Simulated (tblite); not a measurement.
Input of a run (GFN2-xTB geometry optimisation, gas phase (tblite 0.8.0)), started from a force field or distance geometry:
```
{"job": {"kind": "relax", "xc": "GFN2-xTB", "basis": "xTB"}, "charge": 0, "multiplicity": 2}
C     -0.049800    -1.826800     0.983700
Si    -0.080800    -0.605600    -0.456100
O     -1.704000    -0.442400    -0.948300
Si    -2.531500     0.723800     0.014000
O      0.574200     0.859400     0.144500
Si     2.232400     0.950400    -0.304500
Cl     3.353700     1.152200     1.458000
H     -0.260400    -2.819000     0.529700
H      0.971000    -1.806800     1.409900
H      0.722500    -1.135400    -1.564900
H     -1.846200     2.001800    -0.027200
H     -2.635400     0.309400     1.420700
H     -3.901500     0.895200    -0.496500
H      2.522200     2.047800    -1.229100
H      2.629200    -0.295800    -0.955900
```

Output (eV, eV/Å):
```
step      E/eV     max force
  0    -658.82925    3.091
  1    -659.25790    2.159
  2    -659.62984    1.481
  3    -659.73159    0.951
  4    -659.86982    0.941
  5    -659.93901    1.064
  6    -660.09437    1.029
  7    -660.16765    0.657
  8    -660.21443    0.460
  9    -660.25095    0.507
 10    -660.28769    0.609
 11    -660.32951    0.625
 12    -660.37793    0.532
 13    -660.41393    0.332
 14    -660.43052    0.341
 15    -660.44394    0.298
 16    -660.46059    0.343
 17    -660.47737    0.320
 18    -660.49235    0.345
 19    -660.50500    0.267
 20    -660.51556    0.238
 21    -660.52455    0.243
 22    -660.53319    0.257
 23    -660.54098    0.215
 24    -660.54657    0.171
 25    -660.55127    0.163
 26    -660.55634    0.204
 27    -660.56208    0.226
 28    -660.56715    0.176
 29    -660.57102    0.149
 30    -660.57448    0.139
 31    -660.57860    0.189
 32    -660.58268    0.200
 33    -660.58545    0.133
 34    -660.58674    0.065
 35    -660.58739    0.068
 36    -660.58797    0.061
 37    -660.58933    0.068
 38    -660.59062    0.096
 39    -660.59198    0.105
 40    -660.59285    0.076
 41    -660.59342    0.056
 42    -660.59398    0.081
 43    -660.59484    0.117
 44    -660.59607    0.124
 45    -660.59730    0.080
 46    -660.59810    0.069
 47    -660.59855    0.046
 48    -660.59886    0.060
 49    -660.59923    0.059
 50    -660.59987    0.062
 51    -660.60112    0.087
 52    -660.60221    0.070
 53    -660.60269    0.052
 54    -660.60316    0.052
 55    -660.60363    0.063
 56    -660.60427    0.082
 57    -660.60556    0.097
 58    -660.60659    0.084
 59    -660.60763    0.147
 60    -660.60871    0.065
 61    -660.60948    0.159
 62    -660.61090    0.073
 63    -660.61223    0.061
 64    -660.61344    0.102
 65    -660.61391    0.145
 66    -660.61454    0.067
 67    -660.61483    0.050
 68    -660.61515    0.034
 69    -660.61547    0.054
 70    -660.61582    0.083
 71    -660.61629    0.056
 72    -660.61669    0.040
 73    -660.61688    0.037
 74    -660.61705    0.042
 75    -660.61743    0.065
 76    -660.61795    0.070
 77    -660.61855    0.055
 78    -660.61916    0.052
 79    -660.61967    0.053
 80    -660.62005    0.048
 81    -660.62060    0.087
 82    -660.62127    0.064
 83    -660.62350    0.079
 84    -660.62415    0.079
 85    -660.62503    0.050
 86    -660.62581    0.065
 87    -660.62639    0.080
 88    -660.62692    0.048
 89    -660.62715    0.059
 90    -660.62738    0.039
 91    -660.62751    0.051
 92    -660.62787    0.057
 93    -660.62808    0.030
 94    -660.62827    0.023
 95    -660.62836    0.025
 96    -660.62847    0.029
 97    -660.62861    0.029
 98    -660.62874    0.035
 99    -660.62888    0.036
100    -660.62901    0.030
101    -660.62913    0.030
102    -660.62925    0.033
103    -660.62941    0.043
104    -660.62968    0.058
105    -660.63010    0.061
106    -660.63061    0.067
107    -660.63113    0.084
108    -660.63160    0.061
109    -660.63227    0.073
110    -660.63347    0.088
111    -660.63583    0.153
112    -660.63838    0.172
113    -660.63936    0.265
114    -660.64099    0.252
115    -660.63564    0.438
116    -660.64186    0.063
117    -660.64342    0.102
118    -660.64394    0.051
119    -660.64440    0.056
120    -660.64605    0.063
121    -660.64644    0.088
122    -660.64690    0.064
123    -660.64739    0.046
124    -660.64784    0.062
125    -660.64846    0.087
126    -660.64907    0.071
127    -660.64976    0.062
128    -660.65033    0.047
129    -660.65095    0.055
130    -660.65157    0.075
131    -660.65234    0.084
132    -660.65288    0.070
133    -660.65101    0.254
134    -660.65333    0.026
135    -660.65342    0.018
136    -660.65349    0.021
137    -660.65352    0.018
138    -660.65362    0.018
139    -660.65368    0.027
140    -660.65377    0.033
141    -660.65390    0.034
142    -660.65403    0.033
143    -660.65412    0.032
144    -660.65421    0.023
145    -660.65431    0.028
146    -660.65441    0.025
147    -660.65453    0.036
148    -660.65471    0.048
149    -660.65498    0.054
150    -660.65535    0.049
151    -660.65571    0.039
152    -660.65598    0.040
153    -660.65620    0.033
154    -660.65645    0.043
155    -660.65672    0.045
156    -660.65695    0.034
157    -660.65711    0.030
158    -660.65725    0.025
159    -660.65737    0.028
160    -660.65747    0.028
161    -660.65757    0.026
162    -660.65767    0.030
163    -660.65785    0.037
164    -660.65799    0.032
165    -660.65815    0.030
166    -660.65824    0.024
167    -660.65828    0.017
168    -660.65830    0.009
```

Summarise the run.

The energy falls by 42.2 kcal/mol over 168 L-BFGS steps, the largest force on an atom goes from 3.09 to 0.009 eV/Å, and the atoms move by 0.898 Å rms after alignment. The bond that changes most is O5–Si6 (ends: oxygen bonded to 2 Si; silicon bonded to Cl, O and 2 H), which shortens by 0.113 Å. Bonds longer at the end by more than 0.005 Å: 1 of 14; shorter: 13. Among the angles that change most is Si2–O5–Si6, from 108.8° to 152.3°. Among the dihedrals that turn most is O3–Si2–O5–Si6, from -145° to 35°. The energy rose by more than 1e-5 eV at steps 115 and 133. The first step brought 23 % of the lowering.

What are the final bond lengths?

C1–Si2 1.848 Å, Si2–O3 1.619 Å, O3–Si4 1.621 Å, Si2–O5 1.632 Å, O5–Si6 1.607 Å, Si6–Cl7 2.003 Å, C1–H8 1.075 Å, C1–H9 1.076 Å, Si2–H10 1.457 Å, Si4–H11 1.464 Å, Si4–H12 1.463 Å, Si4–H13 1.461 Å, Si6–H14 1.457 Å, Si6–H15 1.456 Å. Numbering counts from 1 in the input's order; the species is `[CH2][Si@@H](O[SiH3])O[SiH2]Cl` [radical].

GFN2-xTB frequencies show an imaginary mode (35i cm⁻¹), so the point is no minimum at that level. 3 starts were optimised and ended at 0.00, 0.32 and 0.53 kcal/mol (GFN2-xTB); the lowest of these is shown.

One conformer stands for the species.

These are computed values.
